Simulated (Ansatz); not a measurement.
A run on CH2ClF3Si (`FC(F)(F)[SiH2]Cl`) with other settings.

```yaml
crystal:
  periodic: [false, false, false]
  atoms:
    - {symbol: F, position_ang: [0.315114, -0.674377, 1.763414]}
    - {symbol: C, position_ang: [0.665812, -0.539888, 0.476427]}
    - {symbol: F, position_ang: [0.820825, -1.781385, -0.024818]}
    - {symbol: F, position_ang: [1.870118, 0.049297, 0.451410]}
    - {symbol: Si, position_ang: [-0.652049, 0.420200, -0.558894]}
    - {symbol: Cl, position_ang: [-0.852253, 2.283019, 0.238071]}
    - {symbol: H, position_ang: [-0.149702, 0.506772, -1.945112]}
    - {symbol: H, position_ang: [-1.925564, -0.320836, -0.456297]}
basis:
  gaussian: {orbitals: def2-TZVPP}
hamiltonian: {xc: {name: CAM-B3LYP}, dispersion: d4}
accuracy: high
output: {forces: true}
```

```sh
$ ansatz run in.yaml --threads 4 --pin off --events-out ev --progress --plain --max-ram 10444MiB
```

Shortened log:

```
Functional definition: CAM-B3LYP
3996 factors; integrals over basis functions are off by at most 6.3e-8 eV
523 factors; integrals over basis functions are off by at most 1.9e-9 eV
mean field evaluation 1: about -29622.2106 eV, gradient 4.2e1 eV
mean field evaluation 2: about -29621.2340 eV, gradient 5.3e1 eV
mean field evaluation 4: about -29624.6440 eV, gradient 1.0e0 eV
mean field evaluation 8: about -29624.8260 eV, gradient 1.4e-1 eV
mean field evaluation 16: about -29624.8260 eV, gradient 2.0e-5 eV
mean field -29624.82602413 eV, -1088.6922759583 hartree, gradient 7.9e-8 eV, S^2 0.000000; 0 other end points of the search recorded, 0 dependent functions left out
reference -29624.82604349 eV, -1088.6922766699 hartree; 33, 33 occupied and 203, 203 virtual orbitals, 3996 factors
Total energy: -29624.98784390 eV, -1088.6982227253 hartree
Atom 0 at     0.315114    -0.674377     1.763414 Å, force    -0.011519    -0.022487     0.104930 eV/Å
Atom 1 at     0.665812    -0.539888     0.476427 Å, force    -0.194527     0.144101    -0.159087 eV/Å
Atom 2 at     0.820825    -1.781385    -0.024818 Å, force     0.029144    -0.096845    -0.017911 eV/Å
Atom 3 at     1.870118     0.049297     0.451410 Å, force     0.100182     0.028548     0.010338 eV/Å
Atom 4 at    -0.652049     0.420200    -0.558894 Å, force    -0.028377    -0.110044    -0.095838 eV/Å
Atom 5 at    -0.852253     2.283019     0.238071 Å, force     0.005893    -0.001775     0.006028 eV/Å
Atom 6 at    -0.149702     0.506772    -1.945112 Å, force    -0.049019    -0.016007     0.157195 eV/Å
Atom 7 at    -1.925564    -0.320836    -0.456297 Å, force     0.148223     0.074508    -0.005655 eV/Å
Dipole moment:    -0.277204     0.045389    -0.303821 e Å
```

Hardware: 4 threads of an Arm Neoverse N1 on a shared host. Wall time 31 s, peak host memory 1.8 GiB.
